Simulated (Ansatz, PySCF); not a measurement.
Reaction (SMILES): CC[SiH3] [ethylsilane] → [CH2]C + [SiH3] (SiH3) (the C-Si bond at the site shown breaks; other sites are not compared here)
Structures are relaxed separately at B3LYP-D3(BJ)/def2-TZVP in Ansatz (a program for electronic structure).

Quantity: bond dissociation energy (enthalpy at 298 K, with B3LYP-D3(BJ) rigid-rotor harmonic-oscillator terms from PySCF), in kcal/mol. Correlated levels leave the core frozen unless marked. Open shells are spin-unrestricted. Spin-orbit coupling is left out. Non-relativistic. CBS marks a two-point X^-3 extrapolation of the correlation energy; Hartree-Fock from the larger set. [CCSD(T)-MP2]/basis is that difference in the basis named.

```csv
level,program,bond dissociation energy (kcal/mol)
B3LYP/def2-TZVPD,Ansatz,76.7
r2SCANh-D4/def2-TZVPD,Ansatz + dftd4,___
PBE-QIDH/def2-TZVPD,Ansatz,82.8
"RI-MP2/CBS(aug-cc-pV(T+d)Z,aug-cc-pV(Q+d)Z)+[CCSD(T)-MP2]/aug-cc-pV(T+d)Z",Ansatz,___
```

**Question.** Some entries are withheld; supply them.

**Answer.** 
- r2SCANh-D4/def2-TZVPD, bond dissociation energy (kcal/mol): 76.4
- RI-MP2/CBS(aug-cc-pV(T+d)Z,aug-cc-pV(Q+d)Z)+[CCSD(T)-MP2]/aug-cc-pV(T+d)Z, bond dissociation energy (kcal/mol): 84.9
